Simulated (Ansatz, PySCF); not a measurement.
Stretching the Al1–H2 bond in AlH2I (SMILES [AlH2][I]) (multiplicity 1 held, fragments rigid). Energies count from the point at 1.571 Å.
Geometry at that point (charge 0, multiplicity 1):
```xyz
4

Al    -1.029    -1.593     0.268
H     -0.519    -2.624     1.337
H     -2.327    -1.781    -0.598
I      0.306     0.474    -0.080
```

Active spaces are followed from a long bond inwards. Levels need not reach the same state.

Correlated levels freeze the cores. Filled d and f shells under p-block atoms count as core. Rows in 3-21G carry no dispersion term and start afresh at each structure; the Pople sets are all-electron and without relativity.

Codes used: Ansatz (Gaussian basis) for Hartree–Fock, density functionals and correlated methods; PySCF for 3-21G rows.  In def2 rows elements past Kr take small-core potentials, without spin–orbit coupling.

Energies in kcal/mol.

| R (Å) | R-HF/3-21G | CASSCF(2,2)/def2-TZVPP | SC-NEVPT2 on CASSCF(2,2)/def2-TZVPP | FIC-MRCISD+Q on CASSCF(2,2)/def2-TZVPP |
|---|---|---|---|---|
| 1.257 | 28.7 | 26.8 | 25.7 | 25.3 |
| 1.414 | 6.3 | 5.8 | 5.3 | 5.0 |
| 1.571 | 0.0 | 0.0 | 0.0 | 0.0 |
| 1.728 | 2.8 | 2.3 | 2.8 | 3.2 |
| 1.885 | 10.7 | 8.8 | 9.9 | 10.7 |
| 2.120 | 26.5 | 21.7 | 23.6 | 25.0 |
| 2.356 | 43.8 | 35.0 | 37.6 | 39.7 |
| 2.749 | 71.4 | 53.5 | 57.2 | 60.1 |
| 3.141 | 95.7 | 65.5 | 70.0 | 73.5 |
| 3.613 | 119.6 | 72.5 | 77.5 | 81.4 |
| 4.241 | 143.6 | 75.5 | 80.8 | 84.8 |
| 5.026 | 162.9 | 76.2 | 81.5 | 85.6 |

Doubts at one or more of the structures used: a restricted determinant that unrestricted orbitals would lower (R-HF/3-21G).

Ansatz is a first-principles code.
